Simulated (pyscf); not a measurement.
## `[F][AlH2]`, singlet

Gas-phase minimum from PySCF at ωB97X-D3(BJ)/def2-SVP, one conformer. 

```xyz
4

F      0.9084     1.9172    -0.6375
Al     0.2817     0.4297    -0.2093
H      0.7153    -0.1527     1.1898
H     -0.6888    -0.2615    -1.2413
```
Charge 0, spin multiplicity 1.

Bond lengths (Å): F1–Al2 1.670, Al2–H3 1.576, Al2–H4 1.576. Bond angles (°): F1–Al2–H3 117.0, F1–Al2–H4 117.0, H3–Al2–H4 126.1.

Properties at ωB97X-D3(BJ)/def2-SVP:

```
Quantity                                                                                                                                             Value
---------------------------------------------------------------------------------------------------------------------  -----------------------------------
Harmonic wavenumbers, unscaled                                                                                         576, 654, 791, 872, 2004, 2010 cm⁻¹
Zero-point energy                                                                                                                             9.9 kcal/mol
Rotational symmetry number                                                                                                                               2
Entropy of this conformer at 298 K and 1 atm, rigid rotor and harmonic oscillator, modes under 100 cm⁻¹ raised to 100                      240.7 J/(mol K)
Dipole moment                                                                                                                                       1.33 D
```

Single-point totals, which compare only within one level (frozen core for MP2 and CC):

```tsv
level	total energy (hartree)
ωB97X-D3(BJ)/def2-TZVP	-343.61363
PBE/def2-TZVP	-343.34201
r²SCAN/def2-TZVP	-343.51101
B3LYP-D3(BJ)/def2-TZVP	-343.61392
PBE0-D3(BJ)/def2-TZVP	-343.36756
M06-2X/def2-TZVP	-343.52285
ωB97M-D3(BJ)/def2-TZVP	-343.63888
HF/def2-TZVPP	-342.63618
MP2/def2-TZVPP	-342.97432
CCSD/def2-TZVPP	-342.98897
CCSD(T)/def2-TZVPP	-342.99762
```

The CCSD(T) − MP2 part came from Ansatz, without density fitting, on the same reference.
